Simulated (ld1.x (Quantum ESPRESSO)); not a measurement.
**aluminium (Al): excitation energies, all-electron against ultrasoft**

* Element: aluminium (Al)
* Generator: ld1.x (Quantum ESPRESSO) 7.5
* Type: ultrasoft
* Functional: LDA (PZ)
* Relativity: scalar-relativistic
* Frozen core: [Ne]
* Valence charge: 3
* Reference configuration: 3s2 3p0.5 (charge +0.5)
* Partial waves: 3s (bound): rcut 1.35, rcutus 1.65 bohr; 3s channel at 0.5 Ry: rcut 1.35, rcutus 1.65 bohr; 3p (bound): rcut 2.90, rcutus 3.05 bohr; 3p channel at 4.1 Ry: rcut 2.90, rcutus 3.05 bohr; 3d channel at 0.5 Ry: rcut 2.30, rcutus 2.80 bohr; 3d channel at 1.4 Ry: rcut 2.30, rcutus 2.80 bohr
* Local potential: all-electron potential smoothed inside 2.95 bohr (lloc = -1)
* Core correction: a·sin(br)/r model core, default radius (core density twice the valence density)
* Augmentation charge: PSQ, inside the norm-conserving radii

Energies are relative to the spin-unpolarised reference configuration 3s2 3p0.5; without spin polarisation the order of configurations can differ from experiment. Spin-polarised rows fill each open shell by Hund’s rule, majority spin first.

```tsv
valence configuration	charge	ΔE all-electron (eV)	error AE − PS (meV)
3s2 3p1	0	-2.125	-0.1
3s1 3p0	+2	23.099	-26
3s0 3p3	0	8.380	+40
3s1 3p2	0	3.030	+9.3
3s2 3p1.3	-0.3	-2.723	+0.5
3s1 3p1	+1	9.541	+11
3s2 3p1 (spin-polarised)	0	-2.261	-2.3
```

Task: What are ΔE and the potential's error for 3s2 3p0?

Result: ΔE = 3.722 eV all-electron; the error (AE − PS) is -2.6 meV.

Task: What are ΔE and the potential's error for 3s2 3p0.5 (spin-polarised)?

Result: ΔE = -0.042 eV all-electron; the error (AE − PS) is -0.8 meV.

Levels in the configuration 3s1 3p2:

```json
{"level": "3s", "all-electron (eV)": "-8.669", "pseudo (eV)": "-8.650"}
{"level": "3p", "all-electron (eV)": "-3.411", "pseudo (eV)": "-3.411"}
```
